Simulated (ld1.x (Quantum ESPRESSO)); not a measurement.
Cutoff test, Cl, PAW

chlorine (Cl), PAW, made with ld1.x (Quantum ESPRESSO) 7.5 (LDA (PZ), scalar-relativistic). Core [Ne], reference 3s2 3p4 (charge +1). Waves: 3s (bound): rcut 1.10, rcutus 1.20 bohr; 3s channel at 0.65 Ry: rcut 1.10, rcutus 1.20 bohr; 3p (bound): rcut 1.40, rcutus 1.50 bohr; 3p channel at 0.2 Ry: rcut 1.40, rcutus 1.50 bohr. Local part: all-electron potential smoothed inside 1.05 bohr (lloc = -1). Core correction: Bessel-smoothed model core inside 0.65 bohr. Augmentation charge: PSQ, inside the norm-conserving radii.

The pseudo-atom Hamiltonian at the reference potential is diagonalised in spherical Bessel functions j_l(qr) that vanish at 20 bohr, with q² up to the cutoff. All-electron valence levels (Ry): 3s -2.3565, 3p -1.4341.

Task: How do the lowest levels (Ry) of each channel move with the cutoff, and are there ghosts?

Result:

```csv
cutoff (Ry),s #1,s #2,p #1,p #2,d #1,d #2,f #1,Σ f·Δε (mRy)
8,-2.2798,-0.3995,-1.3026,-0.2367,-0.2188,-0.0784,-0.0445,679.7
10,-2.2903,-0.4007,-1.3560,-0.2436,-0.2272,-0.0806,-0.0445,444.7
15,-2.3222,-0.4052,-1.4165,-0.2512,-0.2409,-0.0840,-0.0445,139.0
18,-2.3412,-0.4082,-1.4250,-0.2522,-0.2485,-0.0857,-0.0445,67.3
21,-2.3489,-0.4096,-1.4295,-0.2528,-0.2523,-0.0865,-0.0445,33.7
30,-2.3556,-0.4110,-1.4337,-0.2532,-0.2586,-0.0878,-0.0445,3.7
35,-2.3559,-0.4111,-1.4340,-0.2532,-0.2607,-0.0882,-0.0445,1.8
40,-2.3559,-0.4111,-1.4340,-0.2532,-0.2620,-0.0885,-0.0445,1.5
45,-2.3561,-0.4112,-1.4340,-0.2532,-0.2625,-0.0886,-0.0445,1.3
55,-2.3564,-0.4112,-1.4341,-0.2532,-0.2632,-0.0887,-0.0445,0.6
60,-2.3564,-0.4112,-1.4341,-0.2532,-0.2633,-0.0888,-0.0445,0.4
400,-2.3565,-0.4112,-1.4341,-0.2532,-0.2635,-0.0888,-0.0445,0.0
```

Result: no extra level below or beside the all-electron valence levels (s, p, d, f tested); 10 mRy is reached at 30 Ry and 1 mRy at 50 Ry.
